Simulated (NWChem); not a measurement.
Species: C$_{2}$H$_{3}$CuO; SMILES [CH3][Cu]<-[C-]#[O+]

```xyz
7

Cu     0.0000     0.0000    -0.3139
C      0.0000     0.0000    -2.2355
H      0.7328    -0.7178    -2.6433
H      0.2553     0.9935    -2.6433
H     -0.9880    -0.2757    -2.6433
O      0.0000     0.0000     2.6592
C      0.0000     0.0000     1.5289
```
Atoms are numbered in this order, from 1.

Program: NWChem. Geometry: optimised at PBE0/def2-SVP.

Task: Predict the results for PBE/cc-pVTZ. Quantities: highest occupied level (eV); orbital gap (eV); dipole (D).

Result: 
```json
{
 "highest occupied level (eV)": "-5.58",
 "orbital gap (eV)": "2.54",
 "dipole (D)": "2.36"
}
```
